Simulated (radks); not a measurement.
Spherical jellium clusters: N electrons in a uniform positive sphere of charge N and radius rs N^(1/3), rs = 3.45 bohr. Method: non-relativistic Kohn-Sham, LDA (Slater exchange, Perdew-Wang correlation), spin-polarised, spherical densities; computed with a radial shooting solver with Libxc functionals. Levels are named by radial order and angular momentum (1s, 1p, 1d, 2s, ...), and open shells are averaged over m.

N = 2, configuration 1s2. This is the lowest configuration that the search found. Occupied and some empty levels:

| level | occupation | eigenvalue (eV) | <r> (bohr) |
|---|---|---|---|
| 1s | 2 | -3.5817 | 3.710 |
| 1p | 0 | -1.1509 | 5.724 |
| 2s | 0 | -0.14471 | 11.73 |

Energy (eV): total -3.23986, kinetic 3.7692, external -28.037, Hartree 13.281, exchange-correlation -7.2776, background 15.024. Static polarisability (adiabatic kernel): 145.5 bohr^3, against R^3 = 82.13 for a classical metal sphere.
